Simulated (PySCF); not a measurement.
C4H2BrF.

```xyz
8

C     -0.1640    -3.7805     0.0000
C     -0.4013    -2.5770     0.0000
C     -0.7129    -1.1958     0.0000
C      0.2324    -0.2219     0.0000
F      1.5328    -0.4808     0.0000
Br    -0.1658     1.6199     0.0000
H      0.0520    -4.8395     0.0000
H     -1.7677    -0.8793     0.0000
```
Charge 0, spin multiplicity 1.

The structure is a stationary point at PBE-D3(BJ)/def2-SVP. The structure was generated by enumeration; whether it is a known compound was not checked.

The numbers are results of PBE/pcSseg-1 (PySCF), not measurements. Non-relativistic, no solvent.

Computed absolute GIAO shielding of each atom: isotropic value and principal components (ppm):
```tsv
atom	σ(iso)	σ11	σ22	σ33	span
C1	85.2	25.3	45.3	184.9	159.6
C2	100.3	-0.5	13.0	288.4	289.0
C3	81.1	-1.8	116.1	129.0	130.8
C4	2.4	-79.3	34.2	52.3	131.5
F5	187.6	96.2	190.2	276.4	180.2
Br6	1801.4	1255.8	1332.2	2816.1	1560.3
H7	27.5	24.1	24.3	34.1	10.0
H8	25.8	21.1	25.7	30.7	9.6
```
